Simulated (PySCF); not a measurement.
Vertical excitations of a molecule C2H10GeSi from TDA-PBE/def2-SVPD run with PySCF, as energy in eV (oscillator strength): 6.31 (0.027), 6.67 (0.021), 6.72 (0.119), 7.23 (0.119), 7.24 (0.043), 7.28 (0.008), 7.40 (0.003), 7.45 (0.005), 7.50 (0.052), 7.56 (0.056). Lowest triplet (TDA): 5.96 eV. Geometry: PBE0-D3(BJ)/def2-SVP. The values are those of a single conformer.

Task: Which structure fits?
A) C[CH2][GeH2][SiH3]
B) C[SiH2][GeH2][CH3]
C) [CH3][GeH2][CH2][SiH3]
D) C[SiH](C)[GeH3]

Result: D, C[SiH](C)[GeH3]
